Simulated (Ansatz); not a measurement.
Cost and result for the atomization energy of GeH4SSi, SMILES `[SiH2]1[S][GeH2]1` (7 atoms, 7 bonds).

Total charge 0; spin multiplicity 1. Correlated methods include outer-core shells of Ge, which these sets cover unevenly. Scalar relativity is left out up to krypton. Geometry: relaxed with PBE0-D4/def2-TZVP. Program: Ansatz. All runs use 2 threads of an Arm Neoverse V1 on a shared host. Times are those of one run each, without the atoms' runs, and a repeat can differ threefold. Electronic energies, without spin–orbit coupling; frozen cores. CCSD(T)/CBS adds CCSD(T) − MP2 in def2-TZVPP to the MP2 limit, and its time is that of the two runs behind it. T1 = 0.013. With those shells the extrapolation isn't a true limit. B3LYP takes the VWN-RPA correlation (the form of Gaussian; ORCA's B3LYP/G). HSE06 is the plane-wave form, built on full-range PBE exchange.

CCSD(T)/CBS is a level of theory with its own doubt, some kJ/mol a heavy atom from the limit and from the frozen cores, so smaller differences don't rank the functionals.

```csv
level,functions,wall time,atomization (kJ/mol),difference from CCSD(T)/CBS,per bond
LDA (SPW92)/def2-TZVPP,188,1.8 s,2209.0,249.5,35.6
revPBE-D4/def2-TZVPP,188,2.6 s,1908.3,-51.2,-7.3
BLYP-D4/def2-TZVPP,188,2.8 s,1904.0,-55.5,-7.9
CCSD(T)/def2-SVP,88,3.5 s,1775.7,-183.8,-26.3
PBE0-D4/def2-TZVPP,188,4.4 s,1934.6,-24.9,-3.6
HSE06-D4/def2-TZVPP,188,5.5 s,1935.0,-24.5,-3.5
B2PLYP/def2-TZVPP,188,6.5 s,1905.3,-54.2,-7.7
B3LYP-D4/def2-TZVPP (with forces),188,7 s,1925.4,-34.1,-4.9
ωB97X-V/def2-TZVPP,188,12 s,1973.6,14.1,2.0
ωB97M-V/def2-TZVPP (with forces),188,17 s,1945.0,-14.5,-2.1
MP2/def2-QZVPP,349,25 s,1933.6,-25.9,-3.7
CCSD(T)/def2-TZVPP,188,69 s,1901.3,-58.2,-8.3
CCSD(T)/CBS(def2),–,93 s,1959.5,0.0,0.0
```

From BLYP to BHLYP (50 % exact exchange), in def2-TZVPP and without D4, the atomization energy moves by +4.8 kJ/mol. At CCSD(T), def2-SVP lies −183.8 kJ/mol from the extrapolated value and def2-TZVPP −58.2 kJ/mol: correlation converges slowly with the basis, and small sets miss more of it in the bonded molecule than in its fragments. Leaving LDA and LC-ωPBE aside and taking each functional with its dispersion term where it has one, the values, not all of them listed here, spread over 98.9 kJ/mol, from BHLYP-D4 to B97M-V. LDA lies +279.7 kJ/mol from PBE without D4, its usual overbinding.
